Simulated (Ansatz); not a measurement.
Computed with Ansatz.

A structure relaxed at PBE0-D4/def2-TZVP, charge 0, multiplicity 2:

Cartesian coordinates in Å:
```
N -0.901 -2.174 0.341
C -0.498 -1.133 0.052
Ge 0.114 0.564 -0.626
Cl 2.210 0.667 -0.234
Cl -0.925 2.076 0.467
```

(1) Give its formula and SMILES.

(2) Point group (tolerance 0.08 Å, 0.16 Å for H)?

(3) Summarise the bond lengths by kind.

Results:

(1) CCl2GeN, `N#[C][Ge]([Cl])[Cl]`.

(2) Cs.

(3) 1 × C–N 1.153 Å; 1 × C–Ge 1.927 Å; 2 × Cl–Ge 2.135 Å.
